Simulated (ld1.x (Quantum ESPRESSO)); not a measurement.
# Pseudopotential generation for boron: ultrasoft, LDA (PZ), scalar-relativistic.

ld1.x (Quantum ESPRESSO) 7.5 was run on this input:

```
&input
   title='B', zed=5., rel=1, dft='PZ', iswitch=3,
   config='[He] 2s2 2p1',
   nld=2, rlderiv=2.30, eminld=-3.0, emaxld=5.0, deld=0.02
 /
 &inputp
   pseudotype=3, tm=.true., lloc=-2, rcloc=1.45,
   nlcc=.true., new_core_ps=.true., rcore=0.85,
   which_augfun='PSQ', rmatch_augfun_nc=.true.,
   file_pseudopw='B.UPF', file_wfcaegen='ae.wfc', file_wfcncgen='nc.wfc', file_beta='beta', file_chi='chi', file_wfcusgen='us.wfc'
 /
4
2S  1  0   2.00   0.00  1.10  1.30  0.0
2S  1  0   0.00   0.25  1.10  1.30  0.0
2P  2  1   1.00   0.00  1.95  2.10  0.0
2P  2  1   0.00   2.25  1.95  2.10  0.0
 &test
   configts(1)='2s2 2p1'
 /
```

Command:

```bash
ld1.x < B.in > B.out
```

Output (shortened: banner, matrices, multipoles, cross overlaps and the repeated all-electron block are left out):

```
Program LD1 v.7.5
     --------------------------- All-electron run ----------------------------

     B
     scalar relativistic calculation

     atomic number is  5.00
     dft =PZ   lsd =0 sic =0 latt =0  beta=0.20 tr2=1.0E-14
     Exchange-correlation= PZ
                           (   1   1   0   0   0   0   0)
     mesh =1059 r(mesh) = 101.04461 a.u. xmin = -7.00 dx = 0.01250
     1 Ry =  13.60569312 eV, c = 137.03599908

     n l     nl                  e(Ry)          e(Ha)          e(eV)
     1 0     1S 1( 2.00)       -13.1316        -6.5658      -178.6638
     2 0     2S 1( 2.00)        -0.6901        -0.3451        -9.3898
     2 1     2P 1( 1.00)        -0.2734        -0.1367        -3.7204

     final scf error:  2.8E-15 reached in  32 iterations

     Etot =     -48.701118 Ry,     -24.350559 Ha,    -662.612468 eV

     Ekin =      48.362292 Ry,      24.181146 Ha,     658.002502 eV
     Encl =    -113.027233 Ry,     -56.513616 Ha,   -1537.813844 eV
     Eh   =      23.011419 Ry,      11.505709 Ha,     313.086301 eV
     Exc  =      -7.047596 Ry,      -3.523798 Ha,     -95.887428 eV

     normalization and overlap integrals

     s(1S/1S) =  1.000000  <r> =   0.3322  <r2> =    0.1500  r(max) =   0.2129
     s(2S/2S) =  1.000000  <r> =   1.9653  <r2> =    4.6702  r(max) =   1.5152
     s(2P/2P) =  1.000000  <r> =   2.2891  <r2> =    6.8012  r(max) =   1.5536

     ------------------------ End of All-electron run ------------------------

     --------------------- Generating US pseudopotential ---------------------

      Generating local potential from pseudized AE potential:
      Matching radius rcloc =   1.4500
      Enforcing V''(0)=0 (lloc=-2)

      Local pseudo, rcloc= 1.441 Estimated cut-off energy=    14.27 Ry

      Computing core charge for nlcc:

       r > 0.85 : true rho core
      Core charge pseudized with two Bessel functions
      Integrated core pseudo-charge :   0.63
      Wfc-us  2S rcutus= 1.304  Estimated cut-off energy=    25.23 Ry
      Wfc-us  2S rcutus= 1.304  Estimated cut-off energy=    26.68 Ry
      Wfc-us  2P rcutus= 2.097  Estimated cut-off energy=    17.43 Ry
      Wfc-us  2P rcutus= 2.097  Estimated cut-off energy=    35.96 Ry

     Q pseudized with Bessel functions
     Expected ecutrho=     153.1807 due to l1=  0   l2=  1

     ------------------- End of pseudopotential generation -------------------

     Computing logarithmic derivative in   2.30327
     Computing logarithmic derivative in   2.30327
     Computing the partial wave expansion
     R is outside the sphere for l=    0 j= 0.00
     R is outside the sphere for l=    0 j= 0.00
     R is outside the sphere for l=    1 j= 0.00
     R is outside the sphere for l=    1 j= 0.00

     ---------------------- Testing the pseudopotential ----------------------

     B
     scalar relativistic calculation

     atomic number is  5.00   valence charge is  3.00
     dft =PZ   lsd =0 sic =0 latt =0  beta=0.20 tr2=1.0E-14
     mesh =1059 r(mesh) = 101.04461 xmin = -7.00 dx = 0.01250

     n l     nl             e AE (Ry)        e PS (Ry)    De AE-PS (Ry)
     1 0     2S   1( 2.00)       -0.69014       -0.69014        0.00000
     2 1     2P   1( 1.00)       -0.27344       -0.27344        0.00000

     eps = 2.0E-15  iter =  3

     Etot =     -48.701118 Ry,     -24.350559 Ha,    -662.612468 eV
     Etotps =    -5.949362 Ry,      -2.974681 Ha,     -80.945187 eV

     Ekin =       2.146566 Ry,       1.073283 Ha,      29.205514 eV
     Encl =     -10.259861 Ry,      -5.129930 Ha,    -139.592520 eV
     Ehrt =       3.984942 Ry,       1.992471 Ha,      54.217896 eV
     Ecxc =      -2.441306 Ry,      -1.220653 Ha,     -33.215666 eV
     (Ecc =      -0.742539 Ry,      -0.371270 Ha,     -10.102762 eV)
     Epseu=       0.620298 Ry,       0.310149 Ha,       8.439589 eV

     ---------------------- End of pseudopotential test ----------------------
```

Generation and configuration tests took about 1.6 s on one core of a shared server CPU.
